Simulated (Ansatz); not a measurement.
Start from `BCCN` and change one atom or group to get `NCCC=O`.

Ansatz, PBE0-D4/def2-TZVP geometries, multiplicity 1. Each molecule was computed in one conformer, which needn't be the lowest.

```json
{"property": "HOMO–LUMO gap (ωB97M-V/def2-TZVPP) / eV", "`BCCN`": "9.78"}
{"property": "HOMO–LUMO gap (PBE0/def2-TZVPP) / eV", "`BCCN`": "5.48"}
{"property": "HOMO–LUMO gap (B3LYP/def2-TZVPP) / eV", "`BCCN`": "5.00"}
{"property": "LUMO energy (ωB97M-V/def2-TZVPP) / eV", "`BCCN`": "0.56"}
{"property": "HOMO energy (PBE/def2-TZVPP) / eV", "`BCCN`": "-5.35"}
{"property": "zero-point energy (PBE0-D4/def2-TZVP) / kJ/mol", "`BCCN`": "269.1"}
```

Q: Give the same properties after the change, and the shifts. (Best estimate.)

A: The calculation gave: 
```json
{"property": "HOMO–LUMO gap (ωB97M-V/def2-TZVPP) / eV", "`NCCC=O`": "11.29", "shift": "1.51"}
{"property": "HOMO–LUMO gap (PBE0/def2-TZVPP) / eV", "`NCCC=O`": "6.55", "shift": "1.07"}
{"property": "HOMO–LUMO gap (B3LYP/def2-TZVPP) / eV", "`NCCC=O`": "6.03", "shift": "1.03"}
{"property": "LUMO energy (ωB97M-V/def2-TZVPP) / eV", "`NCCC=O`": "1.61", "shift": "1.05"}
{"property": "HOMO energy (PBE/def2-TZVPP) / eV", "`NCCC=O`": "-5.72", "shift": "-0.37"}
{"property": "zero-point energy (PBE0-D4/def2-TZVP) / kJ/mol", "`NCCC=O`": "269.1", "shift": "0.0"}
```

With PBE0 the HOMO falls by 0.44 eV and the LUMO rises by 0.64 eV, so the gap widens by about 1.08 eV. PBE moves the HOMO by -0.37 eV and ωB97M-V by -0.46 eV.

B3LYP here is the variant with VWN-RPA as its local correlation; programs differ in this.
